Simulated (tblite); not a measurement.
Question: Give a GFN2-xTB geometry of `F[Si]([SiH3])(N[SiH3])N[SiH3]`.

Answer: 
```
atom  x, y, z in Å
F1     0.553    1.829   -0.234
Si2    0.096    0.276   -0.069
Si3   -0.297   -0.123    2.149
N4    -1.288    0.015   -1.072
Si5   -2.910    0.530   -0.765
N6     1.379   -0.598   -0.830
Si7    3.074   -0.425   -0.522
H8    -1.129    0.913    2.774
H9    -0.980   -1.402    2.388
H10    0.943   -0.179    2.936
H11   -1.077   -0.151   -2.044
H12   -3.079    1.984   -0.871
H13   -3.725   -0.149   -1.774
H14   -3.213    0.090    0.597
H15    1.102   -1.428   -1.325
H16    3.361   -0.755    0.880
H17    3.719   -1.375   -1.430
H18    3.464    0.954   -0.800
```

Any rigid rotation of these coordinates is as good. Atoms count from 1 in this order. Of the pairs four or more bonds apart, Si3···H14 is among the closest relative to their van der Waals radii: 3.31 Å, 100 % of the sum of Bondi's values. Si3 (SiH3 silicon) is distorted tetrahedral (angles from 105.8° to 112.9°). All 4 N–Si bonds measure 1.729 to 1.732 Å. Si5 (SiH3 silicon) is distorted tetrahedral (angles from 105.2° to 113.0°).

Bonds between heavy atoms (Å): F1–Si2 1.627, Si2–Si3 2.288, Si2–N4 1.729, N4–Si5 1.730, Si2–N6 1.729, N6–Si7 1.732.

The geometry is computed with GFN2-xTB (gas phase).

Point group: C1 (no symmetry element, even within 0.4 Å). Its GFN2-xTB frequencies are all real (lowest 26 cm⁻¹). One conformer, not necessarily the lowest (F1–Si2–N4–Si5 -76°, F1–Si2–N6–Si7 51°). 3 starts were optimised and ended at 0.00, 0.11 and 0.45 kcal/mol (GFN2-xTB); the lowest of these is shown.
